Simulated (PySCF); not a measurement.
Run record: excited-state job, `CC#[N+][GaH2-][CH2]Cl`.

Method: TDDFT CAM-B3LYP/def2-SVPD, vertical, gas phase, core orbitals frozen in the response (PySCF 2.14.0, density-fitted response routines). Geometry: PBE0-D3(BJ)/def2-SVP. The command runs a driver script over a list of jobs; the input below is this job's line of settings and its coordinates in Å.

Command:
```bash
OMP_NUM_THREADS=1 python probes_run.py task.json out
```

Input:
```
{"job": {"kind": "uv", "xc": "CAM-B3LYP", "basis": "def2-SVPD", "ip": true, "dynamic": false}, "charge": 0, "multiplicity": 1}
C      3.040001     0.111765    -0.209987
C      1.639433    -0.203246    -0.393736
N      0.524583    -0.454976    -0.540071
Ga    -1.559434    -0.927887    -0.884539
C     -2.348041     0.816663    -0.310325
Cl    -4.130932     0.641510    -0.552790
H      3.633853    -0.813254    -0.224838
H      3.185903     0.616931     0.755490
H      3.382907     0.771742    -1.019597
H     -1.684536    -2.127310     0.128333
H     -1.461396    -1.183419    -2.435434
H     -2.029715     1.676330    -0.916480
H     -2.193698     1.055409     0.751214
```

What does the run print?

```
coarse grid: 51696 points
cycle   1  E = -2557.7734104190  dE = -1.335e-01  |g| = 6.048e-01  |ddm| = 5.122e+00
cycle   2  E = -2557.7168092139  dE =  5.660e-02  |g| = 8.672e-01  |ddm| = 1.435e+00
cycle   3  E = -2557.8427368264  dE = -1.259e-01  |g| = 1.470e-01  |ddm| = 8.854e-01
cycle   4  E = -2557.8465035361  dE = -3.767e-03  |g| = 5.497e-02  |ddm| = 1.790e-01
cycle   5  E = -2557.8470371508  dE = -5.336e-04  |g| = 8.553e-03  |ddm| = 7.280e-02
cycle   6  E = -2557.8470553993  dE = -1.825e-05  |g| = 1.923e-03  |ddm| = 1.624e-02
cycle   7  E = -2557.8470565289  dE = -1.130e-06  |g| = 4.865e-04  |ddm| = 5.127e-03
final grid: 107256 points
cycle   8  E = -2557.8470393036  dE = -6.235e-08  |g| = 4.067e-04  |ddm| = 2.001e-03
cycle   9  E = -2557.8470392877  dE =  1.592e-08  |g| = 5.140e-04  |ddm| = 1.029e-03
cycle  10  E = -2557.8470393430  dE = -5.526e-08  |g| = 1.236e-04  |ddm| = 5.131e-04
cycle  11  E = -2557.8470393463  dE = -3.323e-09  |g| = 2.013e-05  |ddm| = 1.382e-04
cycle  12  E = -2557.8470393465  dE = -1.505e-10  |g| = 9.578e-06  |ddm| = 4.491e-05
converged SCF energy = -2557.8470393465

Static polarisability (au): isotropic 90.645, principal 73.948 79.205 118.782

Singlet excitations
state   eV       nm        f      main configurations
  1   5.8962    210.3   0.05628   H->L+1 0.48, H->L 0.20, H->L+4 0.13
  2   6.1369    202.0   0.00127   H->L+2 0.93
  3   6.2932    197.0   0.02217   H->L+1 0.41, H->L+4 0.29, H->L 0.19
  4   6.4337    192.7   0.00562   H-1->L+1 0.90
  5   6.5787    188.5   0.01009   H->L+4 0.38, H->L 0.29, H->L+3 0.13
  6   6.6850    185.5   0.10816   H-1->L+2 0.82
  7   6.8472    181.1   0.02428   H-1->L 0.66, H-1->L+4 0.14, H-1->L+3 0.09
  8   6.8755    180.3   0.02666   H->L+5 0.54, H->L 0.12
  9   7.0129    176.8   0.01741   H-2->L+4 0.29, H-2->L+1 0.20, H-2->L 0.14
 10   7.3695    168.2   0.01474   H->L+3 0.49, H->L+6 0.19, H->L 0.10

Triplet excitations (Tamm-Dancoff, eV): 5.3999 5.9451 6.0529 6.1579
Vertical ionisation energy (delta-SCF) = 8.9158 eV
```

The SCF starts on a coarse grid where the log names one; the energy can jump when the final grid takes over, and dE then counts from the start density on the new grid. H and L stand for HOMO and LUMO; the number after each pair is its weight.

Give S1 in cm⁻¹ and kJ/mol.

5.8962 eV × 8065.54 = 47556 cm⁻¹; × 96.485 = 568.9 kJ/mol.

Which computed singlet has the largest oscillator strength, and what do all of them sum to?

State 6 at 6.68 eV (185 nm), f = 0.108; the 10 states sum to 0.287.

In short: HOMO -8.08 eV, LUMO 0.18 eV; lowest singlet 5.90 eV; lowest triplet 5.40 eV (Tamm–Dancoff); mean polarisability 90.6 au.

 Relativistic effects, spin–orbit coupling among them, are left out although an element past zinc is present.

How long does this job take on Arm Neoverse N1, one thread, no GPU, on a shared host? And the peak memory of the process?

About 5.3 min, with 1.1 GiB resident at the peak, the Python interpreter and its libraries included.

One conformer stands for the species.
Labels such as C1 count atoms from 1, the log's own numbers from 0.
